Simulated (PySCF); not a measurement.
Lowest triplet excitation (TDA) (eV) of eight silicon and germanium compounds: TDA-PBE beside TDA-PBE0, computed with PySCF for isolated molecules in the bases named; differences from unrounded values. The eight are the first of their class met in an unordered collection, after screening for sound electronic states; none was chosen by its value. Each molecule has one DFT geometry for both levels.

```tsv
molecule	basis	TDA-PBE0	TDA-PBE	difference
CH6ClNO2Si, SMILES NC[Si](O)(O)Cl	def2-SVPD	5.59	4.49	-1.10
CH6GeO2Si, SMILES [SiH2]1[O][GeH]([CH3])[O]1	def2-SVPD	5.94	5.21	-0.73
CH7ClOSi2, SMILES O([SiH2]Cl)C[SiH3]	def2-SVPD	6.43	5.74	-0.68
C3H9ClOSi, SMILES COC[Si@H](C)Cl	def2-SVPD	6.73	5.77	-0.96
C₄H₇ClSi, SMILES C[SiH2]C=C=CCl	def2-SVPD	3.90	3.63	-0.27
F2H4SSi2, SMILES F[SiH](F)S[SiH3]	def2-SVPD	5.67	5.23	-0.45
CH₁₀O₂Si₃, SMILES OC[Si@H](O)[SiH2][SiH3]	def2-SVPD	5.54	5.14	-0.40
CH4BrFSi, SMILES C[SiH](Br)F	def2-SVPD	6.77	6.34	-0.44
```

TDA-PBE lies below TDA-PBE0 in 8 and above it in 0 of the eight; the mean signed difference is -0.63 and the largest -1.10 eV.
